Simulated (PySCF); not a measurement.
## Unknown compound

Molecular formula: C2H5BO2. Simulated spectra:

¹H NMR (400 MHz, computed): δ 4.22 (d, J = 1.0 Hz, 4H), 4.03 (br, 1H).

¹³C{¹H} NMR (computed): δ 70.5 (CH2).

[PySCF 2.14.0 with density-fitted response routines: PBE0-D3(BJ)/def2-SVP structure; J couplings at B3LYP/pcJ-1 (spin–dipole term only in couplings to heteroatoms); shieldings: GIAO B3LYP/pcSseg-2; rapidly exchanging positions averaged; one conformer; no solvent; no relativistic terms]

References, each an isolated molecule treated in the same way: ¹H (σ = 31.39 ppm) and ¹³C (σ = 179.19 ppm) vs TMS.

Deduce the structure.

Results:


- 1 carbon signal for 2 carbons: some carbons are equivalent by symmetry or fast rotation.
- Carbon types of the structure: 2 × CH2, leaving 1 H on heteroatoms.
- δC 70.5: sp3 CH2 bonded to O; the inductive effect lowers its shielding.
- δH 4.22: hydrogen on an sp3 CH2 bonded to O; its carbon carries O, hence the downfield position.
- δH 4.03: hydrogen on a boron bonded to 2 O, in a 5-membered ring.

Structure: SMILES B1OCCO1.

This is the structure that produced the data.

Hydrogens on boron are broadened and split by ¹¹B (spin 3/2, 80 %) and 10B (spin 3). Multiplet labels drop couplings under 1 Hz and merge nearly equal ones. Shifts are as computed. Against solution values, carbons near 30 ppm lie about +3 ppm off and those near 130 ppm about +8 ppm. Of 1211 compounds with measured shifts, 218 miss one by over three times the rms of a fit or turn the order of signals round; such compounds aren't used in these exercises.
